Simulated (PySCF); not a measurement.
## Cr (chromium, neutral): LDA calculation

Configuration: [Ar] 3d5 4p1, high-spin 7P determinant (an excited configuration). Computed with PySCF 2.14 in aug-cc-pwCVTZ-DK with one added diffuse shell each of s, p, d, f, g type (11s10p8d5f4g, 152 functions), with the spin-free X2C one-electron Hamiltonian (Gaussian nucleus).

```
Total energy                                                  : -1048.367 hartree
One-electron energy                                           : -1445.408 hartree
Hartree (Coulomb) energy                                      : 443.886 hartree
Exchange-correlation energy                                   : -46.844 hartree
⟨S²⟩                                                          : 12.0001
⟨L²⟩                                                          : 2.070
Sum of ⟨r⟩                                                    : 21.68 bohr
Sum of ⟨r²⟩                                                   : 48.72 bohr²
Traceless quadrupole moment −½Σ⟨3z² − r²⟩ along its main axis : -10.9 e·bohr²
Langevin diamagnetic susceptibility                           : -38.6 ×10⁻⁶ cm³/mol
```

| shell | electrons | mean orbital energy (hartree) | spread (hartree) | rms radius, mean of both spins (bohr) |
| --- | --- | --- | --- | --- |
| 1s α | 1 | -215.42521 | 0 | 0.0735 |
| 1s β | 1 | -215.42498 | 0 | 0.0735 |
| 2s α | 1 | -24.46585 | 0 | 0.319 |
| 2s β | 1 | -24.40196 | 0 | 0.319 |
| 2p α | 3 | -20.59931 | 0.00039 | 0.289 |
| 2p β | 3 | -20.54964 | 0.00107 | 0.289 |
| 3s α | 1 | -2.78361 | 0 | 0.974 |
| 3s β | 1 | -2.62707 | 0 | 0.974 |
| 3p α | 3 | -1.74801 | 0.00565 | 1.06 |
| 3p β | 3 | -1.59411 | 0.00598 | 1.06 |
| 3d α | 5 | -0.19289 | 0.00633 | 1.69 |
| 4p α | 1 | -0.07676 | 0 | 5.02 |

Densities and radii are taken from the X2C orbitals without a picture-change correction, which distorts them close to the nucleus.
